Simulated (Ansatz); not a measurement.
Start from `[SiH3]CC[SeH]` and change one atom or group to get `[SiH3]C[CH2][GeH3]`.

Ansatz, PBE0-D4/def2-TZVP geometries, multiplicity 1. Each molecule was computed in one conformer, which needn't be the lowest.

Scalar relativity is left out up to krypton.

| property | `[SiH3]CC[SeH]` |
| --- | --- |
| HOMO energy (PBE0/def2-TZVPP) / eV | -6.55 |
| size of the dipole moment (ωB97M-V/def2-TZVPP) / D | 0.94 |
| size of the dipole moment (PBE/def2-TZVPP) / D | 0.90 |
| size of the dipole moment (B3LYP/def2-TZVPP) / D | 0.94 |
| HOMO–LUMO gap (ωB97M-V/def2-TZVPP) / eV | 10.41 |
| LUMO energy (B3LYP/def2-TZVPP) / eV | -0.35 |

What does the change do to each property? (Best estimate.)

The calculation gave: 
```csv
property,`[SiH3]C[CH2][GeH3]`,shift
HOMO energy (PBE0/def2-TZVPP) / eV,-7.85,-1.30
size of the dipole moment (ωB97M-V/def2-TZVPP) / D,0.09,-0.85
size of the dipole moment (PBE/def2-TZVPP) / D,0.07,-0.83
size of the dipole moment (B3LYP/def2-TZVPP) / D,0.04,-0.90
HOMO–LUMO gap (ωB97M-V/def2-TZVPP) / eV,11.96,1.55
LUMO energy (B3LYP/def2-TZVPP) / eV,0.19,0.54
```

With PBE0 the HOMO falls by 1.30 eV and the LUMO rises by 0.53 eV, so the gap widens by about 1.83 eV. PBE moves the HOMO by -1.29 eV and ωB97M-V by -1.24 eV. Dipoles are sizes alone; their direction can turn.

B3LYP here is the variant with VWN-RPA as its local correlation; programs differ in this.

Spin–orbit coupling is left out; it splits and shifts lone-pair levels of the heavy atoms by tenths of an eV.
